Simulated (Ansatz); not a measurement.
Consider the redistribution: `N[SiH2]NCO` + `N[SiH2]CBCl` → `N[SiH2]C[SiH2]N` + `OCNBCl`.

Gas-phase electronic energies from Ansatz, PBE0-D4/def2-TZVP geometries. CCSD(T)/CBS is the MP2 limit (def2-TZVPP, def2-QZVPP) plus CCSD(T) − MP2 in def2-TZVPP, frozen cores. Functionals use def2-TZVPP. B3LYP here is the variant with VWN-RPA as its local correlation; programs differ in this. One conformer a species, not always the lowest.

```json
{"level": "r2SCAN-D4", "ΔE (kcal/mol)": "-13.6", "difference from CCSD(T)/CBS": "-0.3"}
{"level": "ωB97M-V", "ΔE (kcal/mol)": "-13.9", "difference from CCSD(T)/CBS": "-0.6"}
{"level": "r2SCAN", "ΔE (kcal/mol)": "-13.3", "difference from CCSD(T)/CBS": "0.0"}
{"level": "B3LYP", "ΔE (kcal/mol)": "-12.5", "difference from CCSD(T)/CBS": "0.8"}
{"level": "HF/def2-TZVPP", "ΔE (kcal/mol)": "-11.1", "difference from CCSD(T)/CBS": "2.2"}
{"level": "MP2/def2-TZVPP", "ΔE (kcal/mol)": "-13.6", "difference from CCSD(T)/CBS": "-0.3"}
{"level": "CCSD/def2-TZVPP", "ΔE (kcal/mol)": "-13.3", "difference from CCSD(T)/CBS": "0.0"}
{"level": "CCSD(T)/def2-TZVPP", "ΔE (kcal/mol)": "-13.8", "difference from CCSD(T)/CBS": "-0.5"}
{"level": "HF/def2-QZVPP", "ΔE (kcal/mol)": "-10.8", "difference from CCSD(T)/CBS": "2.5"}
{"level": "MP2/CBS(def2)", "ΔE (kcal/mol)": "-13.1", "difference from CCSD(T)/CBS": "0.2"}
{"level": "CCSD(T)/CBS", "ΔE (kcal/mol)": "-13.3", "difference from CCSD(T)/CBS": "0"}
```

Largest T1 diagnostic among the species: 0.011.

The D4 term adds −1.5 kcal/mol with B3LYP and −0.8 kcal/mol with PBE0; it sums over pairs of atoms, weighted by their polarisabilities, and B3LYP, whose exchange is more repulsive, gets the larger term. In def2-TZVPP, CCSD(T) changes the Hartree–Fock value by −2.7 kcal/mol (the triples alone add −0.5 kcal/mol) and MP2 by −2.5 kcal/mol.
